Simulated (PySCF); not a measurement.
**Worked example: oscillator strength and radiative lifetime**

Cd(H)(NH2) (CdH3N), SMILES [NH2][CdH].

Geometry: B3LYP-D3(BJ)/def2-TZVP. The def2 effective core potentials stand for the cores of Cd; spin–orbit coupling is left out.

TDDFT-M06-2X/def2-TZVPD run with PySCF puts the first singlet state with f over 0.02 at 5.18 eV (vertical), with the transition dipole (-0.498, 0.569, 0.000) in atomic units.

Question: Find the oscillator strength, the wavelength and the radiative lifetime that this transition would have in vacuum if emission retraced absorption.

Answer: 
|μ|² = 0.5718 au, so |μ| = 1.92 D. ΔE = 5.18/27.211 = 0.1904 hartree. f = (2/3) ΔE |μ|² = 0.073 (the program prints 0.072).
λ = 1239.84/5.18 = 239 nm; ν = 41779 cm⁻¹.
Einstein's coefficient A = 0.6670 ν² f s⁻¹ (ν in cm⁻¹) = 8.4e7 s⁻¹, so τ = 1/A = 12 ns. This state is S2; the lower singlet has f = 0.001. The figure is the radiative limit of this one transition; relaxation, internal conversion, crossing to triplets and a medium change what is measured.
